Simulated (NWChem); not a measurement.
Molecule: HfN₂H₄F₂; SMILES [Hf]([F])([NH2])([NH2])[F]

```xyz
9

Hf     0.0000     0.0000     0.0396
F      1.3651     0.8551     1.0923
F     -1.3651    -0.8551     1.0923
N     -0.9972     1.2861    -1.1749
H     -1.9669     1.5734    -1.0586
H     -0.6101     1.7847    -1.9729
N      0.9972    -1.2861    -1.1749
H      1.9669    -1.5734    -1.0586
H      0.6101    -1.7847    -1.9729
```
Atoms are numbered in this order, from 1.

All runs: NWChem. All runs use the structure optimised with PBE0/def2-SVP. No frequency run checked for a minimum. def2 effective core potentials on Hf; no spin-orbit coupling. Level M06-2X/def2-SVP: energy and gradient on several grids; changes count from the extra-fine grid, which is no exact limit either.

**Question.** Which is the coarsest grid (coarse; xfine; medium; fine; xcoarse) from which on the energy stays within 500 μHa and each gradient component within 500 μHa/bohr of xfine?

**Answer.** coarse.
| grid | size of the energy change (μHa) | largest change of a gradient component (μHa/bohr) |
|---|---|---|
| xcoarse | 1000 | 5000 |
| coarse | 100 | 200 |
| medium | 30 | 100 |
| fine | < 10 | 200 |
| xfine | < 10 | < 30 |
